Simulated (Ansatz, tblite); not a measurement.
Cost and result up the ladder for ZrF2Cl2 (ZrCl₂F₂) (5 atoms). The state is a singlet with charge 0. Geometry: r2SCAN-D4/def2-SVP.

```csv
atom,x (Å),y (Å),z (Å)
Zr1,0.048,-0.013,0.075
F2,0.415,-1.688,0.869
F3,0.862,1.331,1.124
Cl4,-2.268,0.334,0.022
Cl5,0.943,0.036,-2.090
```

Ansatz on 4 threads of Arm Neoverse V1 on a shared host; xTB runs through tblite on one thread. Times are rough, summed over both states, and most runs start from the orbitals of an earlier one. No level here is sound enough to serve as a yardstick. The other state is a triplet.

In the def2 sets Zr takes a core potential; there is no spin–orbit coupling. The xTB rows come from tblite.

xTB has no spin-polarisation term.

```tsv
level	functions	wall time	vertical triplet (eV)
GFN2-xTB	35	0.013 s	4.15
GFN1-xTB	35	0.015 s	3.99
PBE-D4/def2-TZVP	176	5 s	5.64
r2SCAN-D4/def2-TZVP	176	21 s	5.82
```
